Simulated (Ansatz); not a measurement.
Z-matrix (Å, degrees):
```
Si
C 1 1.871
H 1 1.486 2 110.4
H 1 1.488 2 109.4 3 119.5
H 1 1.485 2 110.7 3 -121.2
B 2 1.510 1 118.3 3 153.6
Si 2 1.919 1 104.4 3 81.5
H 2 1.093 1 106.9 3 -64.3
H 6 1.187 2 137.5 1 108.3
H 7 1.481 2 111.5 1 -6.4
H 7 1.484 2 119.5 1 -139.5
```

The species carries charge 0 and has multiplicity 1.

(1) List the ωB97M-V/def2-TZVPP orbital energies in eV (the Gaussian-basis code of Ansatz). (Estimate.)

## Answers

(1) Computed: Occupied: -1807.16, -1806.94, -281.16, -188.24, -148.22, -148.05, -102.34, -102.32, -102.31, -102.19, -102.14, -102.12, -23.13, -18.01, -17.17, -15.53, -14.32, -12.90, -12.39, -11.90, -11.49, -10.31, -8.93. Lowest empty: -0.01, 1.61, 2.32, 2.62, 2.70, 2.92, 3.18, 3.51.
